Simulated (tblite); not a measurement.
C₇H₁₂BN.
Structure used (GFN2-xTB), in Å, numbered top down from 1:
```xyz
21
C7H12BN angstrom
C     -3.2586   -0.3436   -0.0145
C     -1.7474   -0.4131   -0.1941
B     -0.9604    0.6389    0.8084
N      0.5338    0.4002    0.4651
C      1.1161    1.0628   -0.5336
C      2.4023    0.7931   -0.9555
C      3.1268   -0.2048   -0.3191
C      2.5158   -0.8928    0.7196
C      1.2255   -0.5593    1.0787
H     -3.7693   -1.0435   -0.6782
H     -3.5284   -0.5830    1.0116
H     -3.6179    0.6600   -0.2305
H     -1.4155   -1.4386   -0.0037
H     -1.5062   -0.1942   -1.2395
H     -1.2274    1.7712    0.5467
H     -1.1285    0.3585    1.9554
H      0.5169    1.8292   -1.0005
H      2.8312    1.3575   -1.7683
H      4.1356   -0.4365   -0.6225
H      3.0340   -1.6773    1.2480
H      0.7126   -1.0676    1.8805
```

Computed with GFN2-xTB (tblite): harmonic, unscaled wavenumbers at the GFN2-xTB geometry, gas phase. Errors from tens to a few hundred cm⁻¹ against measured bands are possible. Modes of hydrogen on boron can be 10 to 20 % off. One conformer, not necessarily the lowest.

Harmonic wavenumbers (cm⁻¹): 45.6, 73.8, 77.0, 228.7, 238.6, 273.0, 332.9, 361.2, 454.3, 539.0, 615.2, 673.2, 696.5, 716.0, 748.4, 817.3, 867.0, 888.3, 908.6, 924.3, 927.2, 951.8, 1001.2, 1015.9, 1047.3, 1066.9, 1081.4, 1091.5, 1107.4, 1124.3, 1163.0, 1195.0, 1252.2, 1258.1, 1269.4, 1288.6, 1312.0, 1408.2, 1420.8, 1438.3, 1504.5, 1511.4, 1515.2, 1555.3, 1584.8, 2430.7, 2444.9, 2922.1, 2941.5, 2977.1, 3027.1, 3033.7, 3095.7, 3100.1, 3102.7, 3109.3, 3112.5.

A = 4135, B = 894.4, C = 816.0 MHz; mass 121.106 u (most abundant isotopes); point group Cs, symmetry number 1.

Problem. What is the zero-point energy?

Solution. Half the sum of the wavenumbers: 38434 cm⁻¹ = 459.77 kJ/mol.

Problem. Entropy at 298.15 K, 1 bar (ideal gas, RRHO, classical rotation)?

Solution. Translation 168.68, rotation 121.57, vibration 106.87: S = 397.1 J/(mol K).

Problem. And Cp and H(298.15 K) − H(0)?

Solution. Cp = 154.80 J/(mol K), of which vibrations give 121.54 (their classical limit is 57 R = 473.9); H(298.15 K) − H(0) = 26.77 kJ/mol without the zero-point energy, 16.85 from vibrations.

Problem. Blend soft modes into free rotors: weight 1/[1 + (100 cm⁻¹/ν̃)⁴] for the oscillator and the rest for a rotor with moment μB/(μ + B), μ = h/(8π²ν), B = 10⁻⁴⁴ kg m². What vibrational entropy results?

Solution. 95.99 J/(mol K) in place of 106.87, which changes −T·S at 298.15 K by +3.25 kJ/mol.

Problem. What must be added to the electronic energy to get the Gibbs energy at 298.15 K and 1 bar?

Solution. ZPE + [H(298.15 K) − H(0)] − T·S = 459.77 + 26.77 − 118.40 = 368.14 kJ/mol.

Hindered rotation and anharmonicity are outside this model. Other conformers, if any are populated, would add a mixing term that is left out.
